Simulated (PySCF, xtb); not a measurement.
C3H6N2Si, SMILES C1=NCN=C[SiH2]1.

GFN2-xTB in xtb 6.7.1 at its own geometry gives an orbital gap of 2.14 eV and a dipole moment of 2.19 D.

Coordinates come from a B3LYP-D3(BJ)/def2-SVP optimisation. The structure was generated by enumeration, and PubChem lists no compound with its InChIKey, so it may never have been made. The values are those of a single conformer.

Question: What does M06-2X/def2-TZVP (PySCF) give? (Estimate from the structure and the level; the computed values follow.)

Answer: gap 7.61 eV (levels -7.63 and -0.02 eV), dipole 1.69 D.
